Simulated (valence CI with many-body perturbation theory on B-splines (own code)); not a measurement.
Results of a calculation; reference values are marked as such.
## Pt72+: magnetic and hyperfine properties of the levels

Level of theory: valence CI with perturbative core correlation (CI+MBPT): four valence electrons over a frozen Dirac-Fock core [He], a basis of 11 s, 11 p, 10 d, 8 f, 5 g, 2 h functions for each j, with the one-electron correlation potential Σ1 (screened to all orders), the two-electron term Σ2, the three-electron term Σ3, Breit, model QED; selected single and double excitations, second order for the rest, scaled by the run's own slope (own B-spline code, finite nucleus).

The last digits are not significant, and no measured levels were compared; by estimate large intervals hold to a few tenths of a per cent, small ones and those within an open d or f shell to about a per cent. Among the levels kept, up to 1400 cm⁻¹ of a level comes from second order outside the variational space, and about a tenth of that is noise between levels of different J, which matters for small intervals.

A/g_I is the dipole constant over the nuclear g factor μ/I (μ in nuclear magnetons, uniformly magnetised nucleus), B/Q the quadrupole constant per barn. Both hold the static response of the core; the bare values leave it out. Large factors of s and p1/2 electrons are usually good to 5 to 10 %; those of open d and f shells near neutrality can be off by tens of per cent, and small factors of p3/2, d and f electrons come from cancelling terms and can be off by a factor of two or in sign, in half-filled shells by more. B is blank for J = 1/2, where it vanishes, and for nearly pure S terms. Energies count from the lowest level. Levels with J = 0 are left out.

Levels are named by their leading jj configuration (3d3/2^4 stands for four electrons in 3d with j = 3/2), which in mixed levels can hold well under half, so a name can repeat and another be missing. Letters in brackets count levels of one name in rising energy.

```tsv
Level	E (Ry)	g	A/g_I (MHz)	A/g_I bare	B/Q (MHz/b)	B/Q bare
(2s^2 2p1/2 2p3/2) J=1	132.64	1.464	-1190000	-1160000	1000000	1000000
(2s^2 2p1/2 2p3/2) J=2	133.98	1.128	3190000	3200000	1910000	1910000
(2s 2p1/2^2 2p3/2) J=2	156.90	1.482	8070000	8020000	1940000	1940000
(2s 2p1/2^2 2p3/2) J=1	163.85	1.112	-6110000	-6000000	1110000	1110000
(2s^2 2p3/2^2) J=2	268.68	1.288	1010000	1030000	86900	87000
(2s 2p1/2 2p3/2^2) J=2 [a]	287.30	1.543	5670000	5640000	256000	256000
(2s 2p1/2 2p3/2^2) J=3	290.65	1.288	7210000	7170000	-4830	-4870
(2s 2p1/2 2p3/2^2) J=1 [a]	297.56	1.296	-7570000	-7440000	-506000	-506000
(2s 2p1/2 2p3/2^2) J=2 [b]	298.18	1.040	-589000	-533000	-179000	-179000
(2s 2p1/2 2p3/2^2) J=1 [b]	298.55	1.284	1.88e+07	1.87e+07	294000	295000
(2p1/2^2 2p3/2^2) J=2	323.84	1.299	948000	990000	83500	83600
(2s 2p3/2^3) J=2	428.12	1.434	8160000	8110000	-2030000	-2040000
(2s 2p3/2^3) J=1	434.95	1.147	-6180000	-6070000	-892000	-893000
(2p1/2 2p3/2^3) J=1	457.83	1.465	-1260000	-1190000	-995000	-997000
(2p1/2 2p3/2^3) J=2	459.18	1.117	3180000	3200000	-2080000	-2080000
(2s^2 2p1/2 3s) J=1	867.14	1.296	9230000	9170000	-15800	-15800
(2s^2 2p1/2 3p1/2) J=1	873.95	0.628	6410000	6390000	-3730	-3730
(2s 2p1/2^2 3s) J=1	889.15	1.991	1.90e+07	1.88e+07	6180	6190
(2s 2p1/2^2 3p1/2) J=1	896.91	1.327	1.62e+07	1.60e+07	-6540	-6540
(2s^2 2p1/2 3p3/2) J=2	914.95	1.141	2680000	2680000	601000	602000
(2s^2 2p1/2 3p3/2) J=1	915.02	1.495	-2000000	-1980000	302000	303000
(2s^2 2p1/2 3d3/2) J=2	920.06	0.738	2600000	2590000	122000	122000
(2s^2 2p1/2 3d3/2) J=1	922.06	0.825	-2210000	-2210000	53300	53700
(2s^2 2p1/2 3d5/2) J=2	931.28	1.283	-1340000	-1340000	119000	120000
(2s^2 2p1/2 3d5/2) J=3	931.62	1.089	1700000	1690000	115000	116000
(2s 2p1/2^2 3p3/2) J=2	937.47	1.486	7380000	7310000	583000	584000
(2s 2p1/2^2 3p3/2) J=1	937.86	1.141	-7010000	-6930000	308000	308000
(2s 2p1/2^2 3d3/2) J=1	942.51	0.473	-7180000	-7100000	53600	54000
(2s 2p1/2^2 3d3/2) J=2	942.95	1.100	7450000	7370000	104000	105000
(2s 2p1/2^2 3d5/2) J=3	953.46	1.322	4980000	4930000	108000	109000
(2s 2p1/2^2 3d5/2) J=2	954.81	1.035	-4770000	-4720000	89100	89900
```

Take the isotope of mass number 195, with I = 1/2, μ = 0.6073 μN. What is the hyperfine structure of (2s^2 2p1/2 2p3/2) J=1?

From the table A = -1450000 MHz. Shifts from the centre of gravity in MHz: F = 1/2: 1450000, F = 3/2: -725000.
